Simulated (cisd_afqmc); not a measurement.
Input (AFQMC/CISD/cc-pVDZ; cisd_afqmc is a phaseless AFQMC code with CISD trial states that reads the integrals written by Ansatz):

Ansatz 0.2 input:
```python
import cisd_afqmc

open("ham.yaml", "w").write("""\
crystal:
  periodic: [false, false, false]
  atoms:
    - {symbol: B, position_ang: [-0.00000000, -0.00000000, 0.00000000]}
    - {symbol: H, position_ang: [-1.14940675, -0.10568714, -0.28676459]}
    - {symbol: H, position_ang: [0.42885717, -0.56396088, 0.95528489]}
    - {symbol: H, position_ang: [0.72054958, 0.66964802, -0.66852031]}
basis:
  gaussian:
    orbitals: cc-pVDZ
magnetization: {spin_polarized: false}
correlation: {method: ccsd, electrons: outside_noble_gas, hamiltonian_folder: ham}
""")
rep = cisd_afqmc.ansatz("ham.yaml")
e_ccsd = rep["correlation"]["coupled_cluster"]["energy"]["hartree"]
out = cisd_afqmc.run("ham", e_ccsd, trial="CISD", walkers=200, populations=8, threads=8, dt=0.005, steps=40, early=24, settle=10, least=32,
    cut=5e-5, rank_cut=2e-4, target=0.0004, seconds=1500, seed=1, memory=12960, gpu=False)
```

Output:

```
orbitals 28, occupied [3], factors 147 of 259, rank of the doubles 41 of 75
E(HF) = -26.390689
E(CCSD) on the cut factors = -26.506691, shift to the whole factors -0.000015
Energy of the trial state on the determinant = -26.506605
  tau behind 7.2 of longer steps, mean of the populations' last blocks
   2.0  -26.50869
   4.0  -26.50861
   6.0  -26.50872
   8.0  -26.50857
blocks 283 (0 outliers left out), error by blocks joined: 1: 0.00003, 2: 0.00004, 4: 0.00005, 8: 0.00005, 16: 0.00006
E(AFQMC/CISD) = -26.50863 +/- 0.00006
```

The error still grows at the longest joins of blocks, or few joins were possible, so the printed bar may be too narrow.
